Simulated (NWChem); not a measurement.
System: SnH$_{4}$; SMILES [SnH4]

Input file for NWChem:

```
start job
memory heap 200 mb stack 900 mb global 1100 mb
geometry units angstroms noautoz
  Sn    -0.000003    -0.000031     0.000014
  H      1.110741    -0.000005     1.302225
  H      0.803831    -0.472118    -1.435429
  H     -0.646087     1.572423    -0.198790
  H     -1.268377    -1.100296     0.331973
end
basis spherical
  * library def2-qzvp
end
ecp
  Sn library def2-ecp
end
dft
  xc pbe0
  iterations 150
  semidirect filesize 400000000
  mulliken
end
task dft energy
```

Output (shortened):

```
             Northwest Computational Chemistry Package (NWChem) 7.3.0
             --------------------------------------------------------

 C1  symmetry detected

                             Geometry "geometry" -> ""
                             -------------------------

 Output coordinates in angstroms (scale by  1.889725989 to convert to a.u.)

  No.       Tag          Charge          X              Y              Z
 ---- ---------------- ---------- -------------- -------------- --------------
    1 Sn                  50.0000    -0.00000007    -0.00000355     0.00000003
    2 H                    1.0000     1.61076257     0.14394242     0.56056135
    3 H                    1.0000    -0.14130422     0.75482068    -1.52963567
    4 H                    1.0000    -1.06017414     0.75737629     1.10993962
    5 H                    1.0000    -0.40928054    -1.65596202    -0.14086683

 Effective nuclear repulsion energy (a.u.)      62.9706407594

                                 NWChem DFT Module
                                 -----------------

 Summary of "ao basis" -> "ao basis" (spherical)
 ------------------------------------------------------------------------------
       Tag                 Description            Shells   Functions and Types
 ---------------- ------------------------------  ------  ---------------------
 Sn                        def2-qzvp                22       82   7s6p4d4f1g
 H                         def2-qzvp                10       30   4s3p2d1f

            General Information
            -------------------
          SCF calculation type: DFT
          Wavefunction type:  closed shell.
          No. of atoms     :     5
          No. of electrons :    26
           Alpha electrons :    13
            Beta electrons :    13
          Charge           :     0
          Spin multiplicity:     1
          Use of symmetry is: off; symmetry adaption is: off
          Maximum number of iterations: 150
          AO basis - number of functions:   202
                     number of shells:    62
          Convergence on energy requested:  1.00D-06
          Convergence on density requested:  1.00D-05
          Convergence on gradient requested:  5.00D-04

              XC Information
              --------------
                         PBE0 Method XC Functional
                     Hartree-Fock (Exact) Exchange  0.250
          PerdewBurkeErnzerhof Exchange Functional  0.750
            Perdew 1991 LDA Correlation Functional  1.000 local
           PerdewBurkeErnz. Correlation Functional  1.000 non-local

             Grid Information
             ----------------
          Grid used for XC integration:  medium
          Radial quadrature: Mura-Knowles
          Angular quadrature: Lebedev.
          Tag              B.-S. Rad. Rad. Pts. Rad. Cut. Ang. Pts.
          ---              ---------- --------- --------- ---------
          Sn                  1.45      123           9.0       590
          H                   0.35       45          10.0       434
          Grid pruning is: on
          Number of quadrature shells:   303
          Spatial weights used:  Erf1

      Superposition of Atomic Density Guess
      -------------------------------------

 Sum of atomic energies:        -251.11401377

      Non-variational initial energy
      ------------------------------

 Total energy =    -215.403530
 1-e energy   =    -434.140033
 2-e energy   =     190.393275
 HOMO         =      -0.386840
 LUMO         =       0.063772

------------------------------------------------------------
EAF file 0: "./job.aoints.0" size=1013448704 bytes
------------------------------------------------------------
               write      read    awrite     aread      wait
               -----      ----    ------     -----      ----
     calls:     1933         0         0         0         0
   data(b): 1.01e+09  0.00e+00  0.00e+00  0.00e+00
   time(s): 0.00e+00  0.00e+00  0.00e+00  0.00e+00  0.00e+00
rate(mb/s): 0.00e+00  0.00e+00
------------------------------------------------------------

     ---------------------------------------------
      Total Density - Mulliken Population Analysis
     ---------------------------------------------

    Atom       Charge   Shell Charges
 -----------   ------   -------------------------------------------------------
    1 Sn  22    21.44   0.57  0.01  1.21  0.20  0.51  0.70  0.13  5.86  0.01  0.36  0.97  0.74  0.14  9.06  0.83  0.13  0.02  0.01  0.01  0.00  0.00  0.01
    2 H    1     1.14   0.10  0.31  0.52  0.19  0.00  0.00  0.01  0.00  0.00  0.00
    3 H    1     1.14   0.10  0.31  0.52  0.19  0.00  0.00  0.01  0.00  0.00  0.00
    4 H    1     1.14   0.10  0.31  0.52  0.19  0.00  0.00  0.01  0.00  0.00  0.00
    5 H    1     1.14   0.10  0.31  0.52  0.19  0.00  0.00  0.01  0.00  0.00  0.00

   convergence    iter        energy       DeltaE   RMS-Dens  Diis-err
 ---------------- ----- ----------------- --------- --------- ---------
 d= 0,ls=0.0,diis     1   -216.6545633555 -2.45D+02  1.57D-03  8.10D-02
 d= 0,ls=0.0,diis     2   -216.6658829576 -1.13D-02  5.12D-04  1.16D-02
 d= 0,ls=0.0,diis     3   -216.6671255423 -1.24D-03  1.84D-04  6.17D-03
 d= 0,ls=0.0,diis     4   -216.6675674992 -4.42D-04  3.61D-05  4.55D-05
 d= 0,ls=0.0,diis     5   -216.6675765794 -9.08D-06  3.01D-06  1.49D-07
 d= 0,ls=0.0,diis     6   -216.6675766130 -3.37D-08  5.30D-07  3.25D-09

         Total DFT energy =     -216.667576613039
      One electron energy =     -435.067910509211
           Coulomb energy =      209.537689473991
    Exchange-Corr. energy =      -19.480583702942
 Nuclear repulsion energy =       28.343228125123

 Numeric. integr. density =       25.999970196642

                       DFT Final Molecular Orbital Analysis
                       ------------------------------------

 Vector   11  Occ=2.000000D+00  E=-3.364274D-01
              MO Center= -2.4D-01, -7.0D-01, -1.5D-01, r^2= 2.6D+00
   Bfn.  Coefficient  Atom+Function         Bfn.  Coefficient  Atom+Function
  ----- ------------  ---------------      ----- ------------  ---------------
   175      0.277360  5 H  s                 18     -0.233022  1 Sn py
     9      0.207113  1 Sn py               174      0.183257  5 H  s
    21     -0.134798  1 Sn py               115     -0.124581  3 H  s
   176      0.121562  5 H  s                 15     -0.103686  1 Sn py
   145     -0.093426  4 H  s                173      0.093392  5 H  s

 Vector   12  Occ=2.000000D+00  E=-3.364218D-01
              MO Center=  6.3D-01,  2.0D-01,  3.0D-01, r^2= 2.7D+00
   Bfn.  Coefficient  Atom+Function         Bfn.  Coefficient  Atom+Function
  ----- ------------  ---------------      ----- ------------  ---------------
    85      0.272605  2 H  s                 17      0.225971  1 Sn px
     8     -0.200848  1 Sn px                84      0.180113  2 H  s
   145     -0.138079  4 H  s                 20      0.130722  1 Sn px
    86      0.119479  2 H  s                 14      0.100552  1 Sn px
   115     -0.100994  3 H  s                 83      0.091789  2 H  s

 Vector   13  Occ=2.000000D+00  E=-3.364177D-01
              MO Center= -3.9D-01,  5.0D-01, -1.6D-01, r^2= 2.8D+00
   Bfn.  Coefficient  Atom+Function         Bfn.  Coefficient  Atom+Function
  ----- ------------  ---------------      ----- ------------  ---------------
   115     -0.229800  3 H  s                 19      0.228119  1 Sn pz
   145      0.225244  4 H  s                 10     -0.202757  1 Sn pz
   114     -0.151829  3 H  s                144      0.148819  4 H  s
    22      0.131966  1 Sn pz                16      0.101507  1 Sn pz
   116     -0.100719  3 H  s                146      0.098723  4 H  s

 Vector   14  Occ=0.000000D+00  E= 1.098465D-02
              MO Center=  7.7D-06,  5.7D-05, -2.6D-06, r^2= 6.4D+00
   Bfn.  Coefficient  Atom+Function         Bfn.  Coefficient  Atom+Function
  ----- ------------  ---------------      ----- ------------  ---------------
     6      2.467323  1 Sn s                 86     -0.605203  2 H  s
   116     -0.605012  3 H  s                146     -0.605212  4 H  s
   176     -0.606043  5 H  s                  3     -0.434839  1 Sn s
     5     -0.359192  1 Sn s                 85     -0.210297  2 H  s
   115     -0.210292  3 H  s                145     -0.210282  4 H  s

 Vector   15  Occ=0.000000D+00  E= 2.081855D-02
              MO Center=  2.9D-01, -4.2D-01,  1.8D-01, r^2= 7.1D+00
   Bfn.  Coefficient  Atom+Function         Bfn.  Coefficient  Atom+Function
  ----- ------------  ---------------      ----- ------------  ---------------
    25      1.078823  1 Sn pz               116      1.084082  3 H  s
   146     -0.992486  4 H  s                 22      0.520281  1 Sn pz
    86     -0.228540  2 H  s                 23     -0.176187  1 Sn px
   176      0.137053  5 H  s                114      0.117420  3 H  s
    37     -0.112540  1 Sn d -1             144     -0.107499  4 H  s

 Vector   16  Occ=0.000000D+00  E= 2.082233D-02
              MO Center= -5.5D-01, -1.1D-01, -3.2D-01, r^2= 7.0D+00
   Bfn.  Coefficient  Atom+Function         Bfn.  Coefficient  Atom+Function
  ----- ------------  ---------------      ----- ------------  ---------------
    86      1.270784  2 H  s                 23     -1.081276  1 Sn px
   146     -0.650521  4 H  s                 20     -0.521434  1 Sn px
   176     -0.334630  5 H  s                116     -0.285364  3 H  s
    25     -0.175880  1 Sn pz                84      0.137635  2 H  s
    40      0.106734  1 Sn d  2               8      0.106119  1 Sn px

[...]
```

Level: PBE0/def2-QZVP with def2 effective core potentials on Sn. Coordinates come from a PBE0/def2-SVP optimisation. def2 effective core potentials on Sn; no spin-orbit coupling.
